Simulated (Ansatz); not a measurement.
Cost and result up the ladder for AlSi₆ (7 atoms). Charge 0, multiplicity 2. Geometry: B3LYP-D4/def2-SVP.

```xyz
7

Al    1.7142   -0.4987   -0.5759
Si   -0.3345    1.1469    0.0844
Si   -1.5763   -0.2408   -1.4775
Si    1.2623    0.3077    1.7237
Si   -0.4582   -1.4534    0.3482
Si    0.4723    0.7674   -2.2600
Si   -1.0797   -0.0291    2.1571
```

Ansatz on 4 threads of Intel Xeon on a shared host. Times are rough, and most runs start from the orbitals of an earlier one. ωB97X-V/def2-TZVP serves as the yardstick here, not as an exact answer. Differences are given only for rows in sets of like size (and for xTB, whose basis is part of the method), since another set adds its own error. Binding counts from free atoms at the same level (Al doublet, Si triplet; other spins of the atoms weren't run), without zero-point energy or a counterpoise term.

Correlated methods freeze 35 core orbitals. The rows differ in basis, and correlated rows in double-zeta sets carry the largest basis error. The structure comes from a short search, and lower isomers may exist.

Run but left out: HF/STO-3G, MP2/def2-TZVP (⟨S²⟩ 1.08 to 1.24, where a pure state has 0.75).

Correlated methods converge slowly with the basis, most of all in double-zeta sets.

```csv
level,functions,wall time
PBE-D4/def2-SVP,126,9.6 s
PBE0-D4/def2-SVP,126,17 s
revPBE-D4/def2-TZVP,259,20 s
PBE-D4/def2-TZVP (with forces),259,20 s
r2SCAN-D4/def2-TZVP,259,42 s
PBE0-D4/def2-TZVP,259,56 s
CCSD(T)/def2-SVP,126,63 s
r2SCANh-D4/def2-TZVP,259,83 s
ωB97X-V/def2-TZVP,259,2.3 min
```

(1) Estimate what each level gives for the binding energy per atom (eV).

Results:

(1) 
```json
{"level": "PBE-D4/def2-SVP", "binding energy per atom (eV)": "3.37", "difference from ωB97X-V/def2-TZVP (eV)": "–", "remarks": "–"}
{"level": "PBE0-D4/def2-SVP", "binding energy per atom (eV)": "3.22", "difference from ωB97X-V/def2-TZVP (eV)": "–", "remarks": "–"}
{"level": "revPBE-D4/def2-TZVP", "binding energy per atom (eV)": "3.34", "difference from ωB97X-V/def2-TZVP (eV)": "0.25", "remarks": "–"}
{"level": "PBE-D4/def2-TZVP (with forces)", "binding energy per atom (eV)": "3.42", "difference from ωB97X-V/def2-TZVP (eV)": "0.34", "remarks": "–"}
{"level": "r2SCAN-D4/def2-TZVP", "binding energy per atom (eV)": "3.31", "difference from ωB97X-V/def2-TZVP (eV)": "0.22", "remarks": "–"}
{"level": "PBE0-D4/def2-TZVP", "binding energy per atom (eV)": "3.28", "difference from ωB97X-V/def2-TZVP (eV)": "0.20", "remarks": "–"}
{"level": "CCSD(T)/def2-SVP", "binding energy per atom (eV)": "2.74", "difference from ωB97X-V/def2-TZVP (eV)": "–", "remarks": "large T1 (0.046), spin-contaminated (⟨S²⟩ 1.03)"}
{"level": "r2SCANh-D4/def2-TZVP", "binding energy per atom (eV)": "3.26", "difference from ωB97X-V/def2-TZVP (eV)": "0.17", "remarks": "–"}
{"level": "ωB97X-V/def2-TZVP", "binding energy per atom (eV)": "3.09", "difference from ωB97X-V/def2-TZVP (eV)": "0.00", "remarks": "–"}
```
